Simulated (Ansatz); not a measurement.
C9H5N3S2, SMILES c1cc(-c2nccs2)c2nsnc2c1. Atoms are numbered in the order given.

```xyz
19

C      2.6864    -1.4506     0.0000
C      2.1889    -0.1145     0.0000
C      0.8351     0.1769     0.0000
C      0.3769     1.5662     0.0000
N      1.2003     2.5879     0.0000
C      0.5352     3.7760     0.0000
C     -0.8357     3.6850     0.0000
S     -1.3227     2.0289     0.0000
C     -0.0656    -0.9412     0.0000
N     -1.3980    -0.8806     0.0000
S     -1.9503    -2.4282     0.0000
N     -0.5191    -3.2281     0.0000
C      0.4475    -2.3041     0.0000
C      1.8517    -2.5434     0.0000
H      3.7688    -1.5984     0.0000
H      2.8856     0.7249     0.0000
H      1.0981     4.7112     0.0000
H     -1.5661     4.4920     0.0000
H      2.2254    -3.5676     0.0000
```
Charge 0, spin multiplicity 1.

Geometry optimised at B3LYP-D3(BJ)/def2-SVP. The structure was generated by enumeration, and PubChem lists no compound with its InChIKey, so it may never have been made. The values are those of a single conformer.

Two levels are set side by side: PBE-D3(BJ)/def2-SVP (Ansatz, a quantum-chemistry and plane-wave program) and B3LYP-D3(BJ)/def2-SVP (Ansatz). Each level has its own optimised geometry; the coordinates shown are those of the second. Differences are taken from unrounded values.

```
quantity              B3LYP-D3(BJ)
--------------------  ------------
mean bond length (Å)         1.377
bond C1–C2 (Å)               1.426
bond C1–C14 (Å)              1.375
bond C2–C3 (Å)               1.385
bond C3–C4 (Å)               1.463
bond C3–C9 (Å)               1.436
bond C4–N5 (Å)               1.312
bond C4–S8 (Å)               1.762
bond N5–C6 (Å)               1.362
bond C6–C7 (Å)               1.374
bond C7–S8 (Å)               1.726
bond C9–N10 (Å)              1.334
bond C9–C13 (Å)              1.456
bond N10–S11 (Å)             1.643
bond S11–N12 (Å)             1.640
bond N12–C13 (Å)             1.337
bond C13–C14 (Å)             1.424
```

### Question
What does PBE-D3(BJ) give, and how far is it from B3LYP-D3(BJ)? (An estimate is asked for; the answer gives what the named calculation found.)

### Answer

| quantity | PBE-D3(BJ) | PBE-D3(BJ) minus B3LYP-D3(BJ) |
|---|---|---|
| mean bond length (Å) | 1.383 | 0.007 |
| bond C1–C2 (Å) | 1.425 | -0.001 |
| bond C1–C14 (Å) | 1.386 | 0.011 |
| bond C2–C3 (Å) | 1.397 | 0.012 |
| bond C3–C4 (Å) | 1.461 | -0.002 |
| bond C3–C9 (Å) | 1.438 | 0.002 |
| bond C4–N5 (Å) | 1.323 | 0.010 |
| bond C4–S8 (Å) | 1.771 | 0.009 |
| bond N5–C6 (Å) | 1.362 | 0.001 |
| bond C6–C7 (Å) | 1.385 | 0.011 |
| bond C7–S8 (Å) | 1.727 | 0.001 |
| bond C9–N10 (Å) | 1.345 | 0.011 |
| bond C9–C13 (Å) | 1.462 | 0.005 |
| bond N10–S11 (Å) | 1.654 | 0.010 |
| bond S11–N12 (Å) | 1.649 | 0.009 |
| bond N12–C13 (Å) | 1.349 | 0.012 |
| bond C13–C14 (Å) | 1.425 | 0.001 |

GGA bonds tend to be longer and softer than those of functionals with exact exchange. Differences between two approximate levels are no errors against the true value.
